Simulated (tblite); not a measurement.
Isomers of C5H11FSSi. Computed values, GFN2-xTB/tblite, gas phase, harmonic and unscaled. Errors from tens to a few hundred cm⁻¹ against measured bands are possible. Modes of hydrogen on silicon can be 10 to 20 % off. One conformer each.

Electronic energies: GFN2-xTB at the same geometries; isomer energies are rough at this level and their order can be wrong.

```
                    SMILES  electronic energy, lowest = 0 (kcal/mol)
C[C@@H]1[SiH2]SC[C@@]1(C)F                                       0.0
           CC[Si]1(CF)CSC1                                      56.4
      F[C@]1([SiH3])CCCSC1                                      21.7
```

How do GFN2-xTB zero-point energies change the relative energies?

```
                    SMILES  ZPE (kcal/mol)  of it from modes above 1550 cm⁻¹  electronic (kcal/mol)  with ZPE, lowest = 0 (kcal/mol)  lowest mode (cm⁻¹)  rings
C[C@@H]1[SiH2]SC[C@@]1(C)F            92.9                              45.4                    0.0                              0.0                  76      1
      F[C@]1([SiH3])CCCSC1            91.1                              43.9                   21.7                             19.8                  98      1
           CC[Si]1(CF)CSC1            93.7                              47.2                   56.4                             57.2                  30      1
```

The zero-point energies span 2.6 kcal/mol, from `F[C@]1([SiH3])CCCSC1` to `CC[Si]1(CF)CSC1`. The order is unchanged.

What do entropy and thermal enthalpy add at 298.15 K and 1 bar (rigid rotor, harmonic oscillator, one conformer each)?

```json
{"SMILES": "C[C@@H]1[SiH2]SC[C@@]1(C)F", "point group": "C1", "symmetry number": "1", "S (cal/(mol K))": "95.4", "H − H(0) (kcal/mol)": "6.80", "ZPE + H − H(0) − TS (kcal/mol)": "71.3"}
{"SMILES": "F[C@]1([SiH3])CCCSC1", "point group": "C1", "symmetry number": "1", "S (cal/(mol K))": "95.6", "H − H(0) (kcal/mol)": "6.72", "ZPE + H − H(0) − TS (kcal/mol)": "69.3"}
{"SMILES": "CC[Si]1(CF)CSC1", "point group": "C1", "symmetry number": "1", "S (cal/(mol K))": "108.2", "H − H(0) (kcal/mol)": "7.64", "ZPE + H − H(0) − TS (kcal/mol)": "69.1"}
```
